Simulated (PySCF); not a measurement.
Na₂Cl₂: fields on a plane

Level of theory: PBE0/[Na def2-TZVP, Cl def2-TZVP], no relativity, density fitting, PySCF.

The singlet minimum has Na–Cl 2.533 Å (×4); Cl–Na–Cl 102.5° (×2), Na–Cl–Na 77.5° (×2).

The plane holds Na1 at (0.00, 0.00), Na2 at (3.17, 0.00), Cl3 at (1.58, 1.98), Cl4 at (1.58, -1.98) Å. Columns run from x = -1.95 to 5.55 Å, rows from y = 4.35 (top) to -4.05 Å, in steps of 0.3 Å. Other isomers or separated fragments may lie lower.

Task: Give the electron density (e/Å³) (cut at 5 e/Å³). Every second row and column.

Result: 
```
0.00 0.00 0.00 0.00 0.00 0.00 0.00 0.00 0.00 0.00 0.00 0.00 0.00
0.00 0.00 0.00 0.00 0.01 0.02 0.03 0.02 0.01 0.00 0.00 0.00 0.00
0.00 0.00 0.00 0.01 0.05 0.17 0.27 0.14 0.03 0.01 0.00 0.00 0.00
0.00 0.00 0.00 0.02 0.19 1.13 1.91 0.82 0.12 0.02 0.00 0.00 0.00
0.00 0.00 0.01 0.04 0.34 2.06 5.00 1.58 0.21 0.03 0.00 0.00 0.00
0.00 0.00 0.01 0.04 0.21 1.07 1.73 0.80 0.14 0.03 0.01 0.00 0.00
0.00 0.00 0.05 0.45 0.23 0.20 0.28 0.17 0.33 0.34 0.03 0.00 0.00
0.00 0.01 0.45 5.00 4.34 0.08 0.05 0.14 5.00 5.00 0.17 0.00 0.00
0.00 0.00 0.19 4.38 1.20 0.10 0.10 0.12 2.34 2.81 0.08 0.00 0.00
0.00 0.00 0.01 0.07 0.14 0.48 0.77 0.38 0.12 0.05 0.01 0.00 0.00
0.00 0.00 0.01 0.04 0.31 1.75 5.00 1.34 0.19 0.03 0.00 0.00 0.00
0.00 0.00 0.01 0.03 0.29 1.80 5.00 1.37 0.18 0.02 0.00 0.00 0.00
0.00 0.00 0.00 0.02 0.10 0.48 0.83 0.36 0.07 0.01 0.00 0.00 0.00
0.00 0.00 0.00 0.00 0.02 0.06 0.08 0.05 0.01 0.00 0.00 0.00 0.00
0.00 0.00 0.00 0.00 0.00 0.01 0.01 0.01 0.00 0.00 0.00 0.00 0.00
```

Task: Give the electron localisation function (set to 0 where the density is under 0.005 e/Å³). Lower edges of the bins: '0' 0.000, '1' 0.088, '2' 0.177, '3' 0.265, '4' 0.354, '5' 0.442, '6' 0.530, '7' 0.619, '8' 0.707, '9' 0.796; top 0.88.

Result: 
```
00000000000000000000000000
00000000001111100000000000
00000000123444321000000000
00000001356776542100000000
00000013578998864210000000
00000125789999986420000000
00000246899759997531000000
00001257896281998642000000
00001357993932898642000000
00000137997141998521000000
00000002799879985100000000
00000000169999830000000000
00001353005887201442000000
00004899700231038996200000
00016966940000079298400000
00016966940000079298400000
00004899700231038996200000
00001353005887201442000000
00000000169999830000000000
00000002799879985100000000
00000137997141998521000000
00001357993932898642000000
00001257896281998642000000
00000246899759997531000000
00000125789999986420000000
00000013578998864210000000
00000001356776542100000000
00000000123444321000000000
00000000001111100000000000
```
